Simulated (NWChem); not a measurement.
System: C$_{4}$H$_{7}$F; SMILES CC/C=C\F

```xyz
12

C      0.2790     2.1323     0.3977
C      0.2348     0.9281    -0.5386
C     -0.7946    -0.0837    -0.1455
C     -0.5515    -1.3576     0.1492
F      0.6741    -1.8852     0.1114
H      1.0239     2.8693     0.0607
H      0.5421     1.8290     1.4226
H     -0.6967     2.6421     0.4430
H      0.0180     1.2766    -1.5645
H      1.2215     0.4421    -0.5802
H     -1.8402     0.2342    -0.0771
H     -1.3113    -2.0882     0.4416
```
Atoms are numbered in this order, from 1.

Results from NWChem. Coordinates come from a PBE0/def2-SVP optimisation. Level: PBE0/def2-SVP with SMD (1 M gas to 1 M solution), gas-phase geometry.

For solvent toluene:

```
Item                                         Result
-------------------------------------------  ------
solvation free energy (kcal/mol)               -2.8
cavity-dispersion-structure term (kcal/mol)    -1.3
dipole in solution (D)                         1.44
```

Problem. Estimate the same quantities for solvent water.

Solution. The solvation free energy (kcal/mol) comes out as 1.2 and the cavity-dispersion-structure term (kcal/mol) is 3.8. The dipole in solution (D) is 1.62.
